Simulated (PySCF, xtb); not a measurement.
Cl₃HSi, SMILES Cl[SiH](Cl)Cl (connectivity only; charge and spin as stated), charge -1, multiplicity 2.

Harmonic wavenumbers (cm⁻¹) from GFN2-xTB run with xtb 6.7.1 at its own minimum, in rising order: 102, 138, 186, 197, 229, 411, 556, 850, 2234.

Problem. What does PBE-D3(BJ)/def2-SVPD (PySCF) give at its own minimum? (Estimate from the structure and the level; the computed values follow.)

Solution. 81, 134, 180, 243, 334, 430, 679, 799, 2081. Paired by order, the mean absolute difference is 59 cm⁻¹ and the zero-point energies are 7.0 and 7.1 kcal/mol.
